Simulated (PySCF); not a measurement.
# Worked example: entropy of an ideal gas

AlH2I, SMILES [AlH2][I].

Geometry: PBE-D3(BJ)/def2-TZVP. The def2 effective core potentials stand for the cores of I; spin–orbit coupling is left out.

PBE-D3(BJ)/def2-TZVP in PySCF 2.14.0 gives the harmonic wavenumbers 342, 447, 551, 739, 1890, 1914 cm⁻¹ and the rotational temperatures 6.0894, 0.1583, 0.1543 K. The molar mass is 155.90 g/mol, the symmetry number 2, the spin multiplicity 1.

Problem. Work out the entropy at 298.15 K and 1 atm in the rigid-rotor, harmonic-oscillator model.

Solution. 
Translation (Sackur–Tetrode at 1 atm): S = R[1.5 ln M + 2.5 ln T − 1.16487] = 171.7 J/(mol K).
Rotation: q = (√π/σ) T^1.5/√(θA θB θC) = 11800, S = R[ln q + 3/2] = 90.4 J/(mol K).
Vibration: with u = 1.4388 ν/T, each mode gives R[u/(e^u − 1) − ln(1 − e^−u)]:
```csv
ν (cm⁻¹),modes,u,S (J/(mol K))
342,1,1.65,5.03
447,1,2.16,3.37
551,1,2.66,2.27
739,1,3.57,1.10
1890,1,9.12,0.01
1914,1,9.24,0.01
```
These are all the modes. Sum 11.8 J/(mol K).
Spin: R ln 1 = 0.0 J/(mol K).
Total 274.0 J/(mol K); the program's own thermochemistry gives 274.0. Translation makes up 63 % and vibration 4 %. Anharmonicity, hindered rotation and orbital degeneracy are left out.
